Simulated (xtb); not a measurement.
H₈LiO₄ (SMILES [OH2]->[Li+](<-[OH2])(<-[OH2])<-[OH2]), charge +1, singlet, geometry from GFN2-xTB (such geometries of metal compounds can be far from the true shape). Base run: GFN2-xTB (xtb).

Input for xtb:
```
$ xtb mol.xyz --gfn 2 --chrg 1 --json

# file mol.xyz
13

Li    -0.00000000    -0.00000000     0.00000000
O      1.56474128    -0.33763891    -0.97885944
H      1.81743891     0.06481306    -1.81266588
H      2.29587622    -0.91209539    -0.74108161
O      0.45257509     0.32010193     1.79256566
H      1.15256609     0.88211730     2.13204786
H      0.05001919    -0.08104729     2.56592516
O     -0.87446830     1.50184443    -0.70735395
H     -1.37706481     1.56104858    -1.52282219
H     -0.94335988     2.36896344    -0.30187222
O     -1.14284807    -1.48430744    -0.10635227
H     -2.07137750    -1.53107049     0.13185595
H     -0.92409821    -2.35272921    -0.45138705
```

Variants of this job, named by their change:

| change | ΔE vs base (kJ/mol) | HOMO-LUMO gap (eV) | G_solv (kcal/mol) | SCF cycles |
|---|---|---|---|---|
| base | 0.00 | 9.57 | - | 8 |
| etemp = 3000 | 0.00 | 9.57 | - | 8 |
| acc = 0.0001 | 0.00 | 9.57 | - | 12 |
| gbsa = toluene | [?] | [?] | [?] | 8 |
| alpb = ch2cl2 | [?] | [?] | [?] | 8 |
| etemp = 5000 | 0.00 | 9.57 | - | 8 |
| acc = 30 | 0.00 | 9.57 | - | 6 |

**Question.** Fill in the missing entries.

**Answer.** 
- gbsa = toluene, ΔE vs base (kJ/mol): -176.6
- gbsa = toluene, HOMO-LUMO gap (eV): 9.51
- gbsa = toluene, G_solv (kcal/mol): -42.26
- alpb = ch2cl2, ΔE vs base (kJ/mol): -189.3
- alpb = ch2cl2, HOMO-LUMO gap (eV): 9.50
- alpb = ch2cl2, G_solv (kcal/mol): -45.32

ALPB and GBSA are two models with their own fitted parameters for each solvent, which aren't always the measured dielectric constant.
